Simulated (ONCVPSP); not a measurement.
bromine (Br) ONCV: all-electron and pseudo phase curves

ONCVPSP 4.0.1 input, shortened (lines: element, Z, core and valence counts, functional; n l f; lmax; l rc ep ncon nbas qcut; lloc lpopt rc5 dvloc0; l nproj debl; icmod fcfact rcfact), PBEsol, scalar-relativistic:

```
  Br 35.00    3    5  -116133      upf
    1    0    2.00
    2    0    2.00
    2    1    6.00
    3    0    2.00
    3    1    6.00
    3    2   10.00
    4    0    1.50
    4    1    5.50
    2
    0    0.95    0.00    3    7   16.10
    1    1.05    0.00    5    9   10.80
    2    0.55    0.00    3    8   20.00
    4    5    0.50    0.00
    0    3    0.40
    1    3    2.50
    2    1    1.90
    1    0.45    0.00
```

In the s channel the program set the typed energies aside and used -8.762, -0.755, 0.250 Ha.

The phase is arctan(r·R′/R) of the radial function R(r), unwrapped; energies in Ha, scanned from -10 to 5 Ha. A pole is an energy at which the radial function vanishes at the test radius. The pseudo phase is shifted by a multiple of π to meet the all-electron one at the reference energy, and phase errors are pseudo minus all-electron; the curves can meet again beyond the range given. Levels narrower than the energy grid can be missing from the lists of poles.

```
channel  radius (bohr)  reference energy (Ha)  poles, all-electron  poles, pseudo  unbroken range about the reference energy with phases within 0.05 rad  phase error 1 Ha above the reference energy (rad)
      s           0.97                  -0.75                -7.77          -7.77                                                        the whole range                                             +0.000
      p           1.07                  -0.30                -5.80          -5.80                                                        the whole range                                             -0.000
      d           0.56                  -2.48                 none           none                                                        the whole range                                             +0.000
```

Phases in the d channel:

```tsv
E (Ha)	all-electron	pseudo
-9.96	0.455	0.465
-9.16	0.324	0.334
-8.36	0.171	0.181
-7.56	-0.002	0.006
-6.76	-0.187	-0.181
-5.96	-0.374	-0.370
-5.16	-0.550	-0.548
-4.36	-0.707	-0.706
-3.56	-0.843	-0.843
-2.76	-0.957	-0.957
-1.96	-1.053	-1.053
-1.16	-1.134	-1.133
-0.36	-1.202	-1.201
0.44	-1.260	-1.258
1.24	-1.310	-1.307
2.04	-1.354	-1.350
2.84	-1.392	-1.387
3.64	-1.427	-1.421
4.44	-1.458	-1.450
```
